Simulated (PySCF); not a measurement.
Ge(Me)(SH)3 (CH₆GeS₃), SMILES [CH3][Ge]([SH])([SH])[SH].

Coordinates come from a B3LYP-D3(BJ)/def2-SVP optimisation. One conformer was computed; it need not be the lowest.

Computed with PBE/def2-TZVP run with PySCF.

Isolated molecule, no solvent.

```json
{
 "total_energy": "-3312.55947 hartree",
 "highest_occupied_level": "-6.12 eV",
 "lowest_empty_level": "-1.88 eV",
 "orbital_gap": "4.24 eV",
 "dipole_moment": "0.83 D",
 "quadrupole, principal values (traceless, Buckingham form, about the centre of nuclear charge)": "-8.71, -1.31, 10.02 D·Å",
 "mean_static_polarisability": "104.5 bohr³ (15.48 Å³)",
 "polarisability_principal_values": "95.4, 106.0, 112.1 bohr³"
}
```
